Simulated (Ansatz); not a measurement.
`CO[SiH](C)C#N` + H–F → `C[SiH](F)C#N` + CH₃OH  (ligand exchange at the Si–O bond)

Program: Ansatz. Geometries: PBE0-D4/def2-TZVP. ΔE: electronic, gas phase. CBS: MP2 limit from def2 TZ/QZ plus the TZ coupled-cluster correction, frozen cores. This one scheme is used for every species. Each species was taken in one conformer, which may not be the lowest.

| level | ΔE (kJ/mol) |
| --- | --- |
| HF/def2-SVP | -40.1 |
| MP2/def2-QZVPP | -26.6 |

Q: What does CCSD(T)/CBS give? (Best estimate.)

A: The calculation gave: -29.2 kJ/mol. The listed levels differ from it by -10.9, 2.6 kJ/mol.

Largest T1 diagnostic among the species: 0.012.

From BLYP to BHLYP (50 % exact exchange), in def2-TZVPP and without D4, ΔE moves by +4.1 kJ/mol. The D4 term adds +9.2 kJ/mol with B3LYP and +5.3 kJ/mol with PBE0; it sums over pairs of atoms, weighted by their polarisabilities, and B3LYP, whose exchange is more repulsive, gets the larger term.

CCSD(T)/CBS has its own doubt, a few kJ/mol and more with outer-core shells, so smaller differences from it don't rank the levels.

B3LYP here is the variant with VWN-RPA as its local correlation; programs differ in this.
